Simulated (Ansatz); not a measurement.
Consider the ligand exchange at a Ga–C bond: `N#[C][GaH][F]` + HI → `[F][GaH][I]` + `C#N`.

Calculated with Ansatz (gas phase, PBE0-D4/def2-TZVP geometries, no zero-point term in ΔE). CCSD(T)/CBS is the MP2 limit (def2-TZVPP, def2-QZVPP) plus CCSD(T) − MP2 in def2-TZVPP, frozen cores. This one scheme is used for every species. Functionals use def2-TZVPP. B3LYP here is the variant with VWN-RPA as its local correlation; programs differ in this. HSE06 is defined as in plane-wave codes. Elements past krypton have def2 core potentials. For Ga, I outer-core shells are correlated without core-valence functions, which leaves a few kJ/mol of doubt a bond. Scalar relativity is left out up to krypton.

| level | ΔE (kcal/mol) | difference from CCSD(T)/CBS |
| --- | --- | --- |
| PBE-D4 | -22.8 | -0.2 |
| B97M-V | -21.5 | 1.1 |
| B3LYP-D4 | -22.5 | 0.1 |
| r2SCANh-D4 | -23.3 | -0.7 |
| BHLYP-D4 | -23.5 | -0.9 |
| ωB97X-V | -21.5 | 1.1 |
| ωB97M-V | -21.7 | 0.9 |
| B2PLYP | -22.0 | 0.6 |
| BLYP | -21.7 | 0.9 |
| r2SCAN | -23.1 | -0.5 |
| r2SCAN0 | -23.5 | -0.9 |
| HSE06 | -23.1 | -0.5 |
| CAM-B3LYP | -21.1 | 1.5 |
| CCSD(T)/def2-TZVPP | -20.4 | 2.2 |
| MP2/def2-QZVPP | -23.0 | -0.4 |
| CCSD/CBS(def2) | -22.6 | 0.0 |
| CCSD(T)/CBS | -22.6 | 0 |

Largest T1 diagnostic among the species: 0.015.

In def2-TZVPP, CCSD(T) changes the Hartree–Fock value by +2.5 kcal/mol (the triples alone add +0.0 kcal/mol) and MP2 by +1.1 kcal/mol. From BLYP to BHLYP (50 % exact exchange), in def2-TZVPP and without D4, ΔE moves by −0.9 kcal/mol.
